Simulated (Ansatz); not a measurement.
```yaml
crystal:
  periodic: [false, false, false]
  atoms:
    - {symbol: C, position_ang: [-0.708855, -0.426434, -0.700843]}
    - {symbol: Se, position_ang: [-0.356027, -1.692392, 0.808998]}
    - {symbol: Sn, position_ang: [0.699922, 0.554571, 0.532687]}
    - {symbol: H, position_ang: [-1.725664, -0.050103, -0.709943]}
    - {symbol: H, position_ang: [-0.369644, -0.803951, -1.658980]}
    - {symbol: H, position_ang: [0.187546, 1.771920, 1.592240]}
    - {symbol: H, position_ang: [2.334124, 0.578389, 0.090041]}
basis:
  gaussian: {orbitals: x2c-TZVPPall, fitting: {mean_field: cc-pVTZ-jkfit}}
total_charge: -1
magnetization: {spin_polarized: true, initial_magnetization: 1}
hamiltonian: {xc: {name: TPSS}}
output: {forces: true}
```

```sh
$ ansatz run in.yaml --threads 2 --pin off --events-out ev --progress --plain --max-ram 4352MiB
```

Output, abridged:

```
Error: YAML parse error: error: line 15 column 19: hamiltonian.xc: no functional is named "TPSS"; the names, which are not case-sensitive, are SVWN5, SPW92, PBE, PBE0, PBEsol, revPBE, revPBE0, RPBE, rPW86-PBE, HSE06, wPBEh, LC-wPBE, HISS, HF, BLYP, B3LYP, B3LYP5, BHLYP, CAM-B3LYP, r2SCAN, r2SCANh, r2SCAN0, r2SCAN50, m-r2SCAN, B97, wB97, wB97X, wB97X-V, B97M-V, wB97M-V, B2PLYP, B2GP-PLYP, PBE0-DH, PBE-QIDH
13 | total_charge: -1
14 | magnetization: {spin_polarized: true, initial_magnetization: 1}
15 | hamiltonian: {xc: {name: TPSS}}
16 | output: {forces: true}
```

In this input the method's name isn't one that the program takes here. The program refused the input.
